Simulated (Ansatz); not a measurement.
A CCSD(T) single point on F$_{2}$H$_{2}$MoO$_{3}$, SMILES `[O]=[Mo]([OH])([OH])([F])[F]`.

```yaml
crystal:
  periodic: [false, false, false]
  atoms:
    - {symbol: O, position_ang: [-1.440080, 1.303938, -0.309721]}
    - {symbol: Mo, position_ang: [-0.340887, 0.079186, -0.195463]}
    - {symbol: O, position_ang: [-0.881695, -0.890290, 1.294446]}
    - {symbol: O, position_ang: [0.996082, 0.543613, -1.399201]}
    - {symbol: F, position_ang: [1.007484, 0.621054, 1.032832]}
    - {symbol: F, position_ang: [-0.948820, -1.241455, -1.322402]}
    - {symbol: H, position_ang: [-0.311602, -1.060072, 2.049985]}
    - {symbol: H, position_ang: [1.919517, 0.644016, -1.150474]}
basis:
  gaussian: {orbitals: def2-TZVPP}
correlation: {method: ccsd_t}
```

```sh
$ ansatz run in.yaml --threads 2 --pin off --events-out ev --progress --plain --max-ram 20480MiB --backend cuda --devices 0, --max-vram 18GiB
```

The program prints (abridged):

```
Functional definition: HF
1591 factors; integrals over basis functions are off by at most 9.5e-4 eV
mean field evaluation 1: about -13385.9706 eV, gradient 9.3e1 eV
mean field evaluation 2: about -13386.2930 eV, gradient 9.3e1 eV
mean field evaluation 4: about -13400.0074 eV, gradient 1.8e1 eV
mean field evaluation 8: about -13400.5981 eV, gradient 1.8e0 eV
mean field evaluation 16: about -13400.6078 eV, gradient 1.8e-6 eV
mean field -13400.60775147 eV, -492.4632516084 hartree, gradient 1.9e-6 eV, S^2 0.000000; 0 other end points of the search recorded, 0 dependent functions left out
5 core orbitals not correlated: weight in the atoms' cores, before any rotation towards them, 1.000 or more for the frozen orbitals, at most 0.000 for the correlated occupied ones
reference -13400.60775147 eV, -492.4632516084 hartree; 24, 24 occupied and 210, 210 virtual orbitals, 1591 factors
second order -50.09869076 eV of doubles, -0.00000000 eV of singles
cycle   1  -45.14379897 eV  change     5.0e0 eV  update   3.4e-1
cycle   2  -47.51420738 eV  change    -2.4e0 eV  update   2.6e-1
cycle   3  -47.93901340 eV  change   -4.2e-1 eV  update   5.2e-2
cycle   4  -48.00235966 eV  change   -6.3e-2 eV  update   2.7e-2
cycle   5  -47.94689702 eV  change    5.5e-2 eV  update   8.9e-3
cycle   6  -47.94317270 eV  change    3.7e-3 eV  update   4.3e-3
cycle   7  -47.94666516 eV  change   -3.5e-3 eV  update   2.1e-3
cycle   8  -47.94596355 eV  change    7.0e-4 eV  update   1.2e-3
cycle   9  -47.94576451 eV  change    2.0e-4 eV  update   4.8e-4
cycle  10  -47.94672322 eV  change   -9.6e-4 eV  update   3.5e-4
cycle  11  -47.94651488 eV  change    2.1e-4 eV  update   1.3e-4
cycle  12  -47.94612157 eV  change    3.9e-4 eV  update   8.4e-5
cycle  13  -47.94634839 eV  change   -2.3e-4 eV  update   3.0e-5
cycle  14  -47.94625490 eV  change    9.3e-5 eV  update   2.0e-5
cycle  15  -47.94624493 eV  change    1.0e-5 eV  update   7.8e-6
perturbative correction -2.51757540 eV, -0.0925191896 hartree
Total energy: -13451.07157181 eV, -494.3177628002 hartree
```

Run time 11 s (2 threads of an AMD EPYC 7R13 on a shared host and a share of an NVIDIA H100 80 GB); peak host memory 0.84 GiB.

The correlation energy is -50.464 eV, 5.0 % of it from (T); the T1 diagnostic reads 0.0242.
